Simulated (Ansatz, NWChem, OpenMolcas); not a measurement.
## How methods differ on AsH3 (SMILES [AsH3])

The species is AsH3 (4 atoms), meant as a singlet with charge 0. As SMILES, `[AsH3]`. Geometry: relaxed at PBE0-D4/def2-TZVP.

Each level gives the vertical energy of the triplet above the singlet (eV). The values are calculated.

```json
{"level": "HF/cc-pVTZ", "kind": "Hartree–Fock", "program": "OpenMolcas", "value (eV)": "5.46", "less CCSD(T)/cc-pVTZ": "-0.59"}
{"level": "SVWN5/cc-pVTZ", "kind": "LDA", "program": "Ansatz", "value (eV)": "6.10", "less CCSD(T)/cc-pVTZ": "+0.05"}
{"level": "TPSS/cc-pVTZ", "kind": "meta-GGA", "program": "OpenMolcas", "value (eV)": "5.87", "less CCSD(T)/cc-pVTZ": "-0.18"}
{"level": "PBE0/cc-pVTZ", "kind": "global hybrid", "program": "OpenMolcas", "value (eV)": "5.87", "less CCSD(T)/cc-pVTZ": "-0.18"}
{"level": "CAM-B3LYP/cc-pVTZ", "kind": "range-separated hybrid", "program": "NWChem", "value (eV)": "6.05", "less CCSD(T)/cc-pVTZ": "0.00"}
{"level": "B2PLYP/cc-pVTZ", "kind": "double hybrid", "program": "Ansatz", "value (eV)": "6.05", "less CCSD(T)/cc-pVTZ": "0.00"}
{"level": "RPA@PBE0/cc-pVTZ", "kind": "RPA", "program": "Ansatz", "value (eV)": "5.98", "less CCSD(T)/cc-pVTZ": "-0.07"}
{"level": "MC-PDFT[tPBE](8,7)/cc-pVTZ", "kind": "multireference", "program": "OpenMolcas", "value (eV)": "6.18", "less CCSD(T)/cc-pVTZ": "+0.13"}
{"level": "BCCD(T)/cc-pVTZ", "kind": "coupled cluster or CI", "program": "Ansatz", "value (eV)": "6.05", "less CCSD(T)/cc-pVTZ": "0.00"}
{"level": "CCSD(T)/cc-pVTZ", "kind": "coupled cluster or CI", "program": "Ansatz", "value (eV)": "6.05", "less CCSD(T)/cc-pVTZ": "0.00"}
```

Differences are taken from CCSD(T)/cc-pVTZ for orientation; it has basis-set and higher-order errors of its own. All-electron rows without a relativistic Hamiltonian named are non-relativistic. The values span 5.46 to 6.18 eV. A triplet this far above the singlet is often a Rydberg-like or dissociative state; sets without diffuse functions put Rydberg states too high. In the correlated wave-function rows the outer d shell of As is correlated, in sets not made for it.
